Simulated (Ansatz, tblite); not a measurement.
Cost and result up the ladder for Zr₃O₇H₂ (12 atoms). Total charge 0; singlet. Geometry: PBE0-D4/def2-SVP.

| atom | x (Å) | y (Å) | z (Å) |
| --- | --- | --- | --- |
| Zr1 | -0.018 | 0.802 | 1.933 |
| Zr2 | 0.560 | -1.056 | -0.574 |
| Zr3 | -0.825 | 1.632 | -0.970 |
| O4 | -0.603 | 1.022 | 3.568 |
| O5 | -1.102 | -0.045 | 0.120 |
| O6 | 0.893 | -1.152 | 1.515 |
| O7 | 0.589 | -2.771 | -1.447 |
| O8 | 1.777 | -0.156 | 0.875 |
| O9 | -0.233 | 2.413 | 0.655 |
| O10 | 0.565 | 0.501 | -1.781 |
| H11 | 0.649 | -3.598 | -1.925 |
| H12 | -2.251 | 2.408 | -1.969 |

Ansatz on 4 threads of Arm Neoverse V1 on a shared host; xTB runs through tblite on one thread. Times are rough, summed over both states, and most runs start from the orbitals of an earlier one. PBE0-D4/def2-TZVP serves as the yardstick here, not as an exact answer. The other state is a doublet.

In the def2 sets Zr takes a core potential; there is no spin–orbit coupling. The xTB rows come from tblite. The structure holds one bond between oxygen atoms, so isomers without such links may lie far lower. HOMO above LUMO, or a gap near zero within one spin, warns that the state may not be the lowest or that an electron is smeared out. The structure comes from a short search, and lower isomers may exist.

Raw xTB energies of ions are shifted by several eV.

```csv
level,functions,wall time,vertical IE (eV),difference from PBE0-D4/def2-TZVP (eV),remarks
GFN1-xTB,59,0.032 s,13.90,4.39,–
GFN2-xTB,57,0.032 s,13.56,4.06,–
PBE-D4/def2-TZVP,349,27 s,8.88,-0.63,gap within one spin near zero (+1 doublet)
PBE0-D4/def2-TZVP (with forces),349,63 s,9.51,0.00,–
B97M-V/def2-TZVP,349,99 s,9.17,-0.34,gap within one spin near zero (+1 doublet)
```
